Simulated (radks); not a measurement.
Coulomb parameter of the 4d shell of the molybdenum ion Mo3+ in the model configuration [Kr] 4d1.5 5s1.5, as a second difference U = [E(n + 0.25) + E(n - 0.25) - 2 E(n)] / (0.25)^2 with all orbitals relaxed. "Bare": the charge of the atom changes with n. "Screened": the 5s shell takes up the change at fixed total charge, which measures U(4d,4d) + U(5s,5s) - 2 U(4d,5s). Calculated with a radial shooting solver on a logarithmic mesh with Libxc functionals: Dirac Kohn-Sham, PBE, spin-unpolarised, spherical densities, finite nucleus; open shells are shared between the two j in proportion to 2j + 1; Fermi nuclear charge, rms radius 4.4091 fm.

| case | configuration | E - E(n) (eV) |
|---|---|---|
| start | [Kr] 4d1.5 5s1.5 | 0.000 |
| bare +0.25 | [Kr] 4d1.75 5s1.5 | -9.083 |
| bare -0.25 | [Kr] 4d1.25 5s1.5 | 9.915 |
| screened +0.25 | [Kr] 4d1.75 5s1.25 | -2.108 |
| screened -0.25 | [Kr] 4d1.25 5s1.75 | 2.212 |

U(bare) = 13.304 eV, U(screened by 5s) = 1.672 eV.
